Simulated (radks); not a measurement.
Initial-state core-level shifts of neutral molybdenum when its valence configuration changes from [Kr] 4d5 5s1. All-electron calculation, Dirac Kohn-Sham, PBE, spin-unpolarised, spherical densities, point nucleus; open shells fill j = l - 1/2 first. Program: a radial shooting solver on a logarithmic mesh with Libxc functionals. Shifts are changes of the shell-averaged eigenvalues in eV (positive: less bound).

\begin{tabular}{lrrrr}
valence & 1s & 3p & 3d & 4s \\ \hline
4d4 5s2 & -2.756 & -2.925 & -2.941 & -2.729 \\
4d5 5p1 & -1.285 & -1.256 & -1.252 & -1.295 \\
4d6 & +2.054 & +2.198 & +2.209 & +2.112 \\
4d4.5 5s1 5p0.5 & -1.970 & -2.039 & -2.045 & -1.972 \\
4d4 5s1.5 5p0.5 & -3.431 & -3.590 & -3.605 & -3.403 \\
4d4 5s1 5p1 & -4.065 & -4.215 & -4.228 & -4.036 \\
4d3 5s1 5p2 & -8.691 & -9.013 & -9.048 & -8.435 \\
4d5.5 5s0.5 & +1.120 & +1.195 & +1.201 & +1.142 \\
4d2 5s1.5 5p2.5 & -13.243 & -13.747 & -13.814 & -12.560 \\
\end{tabular}
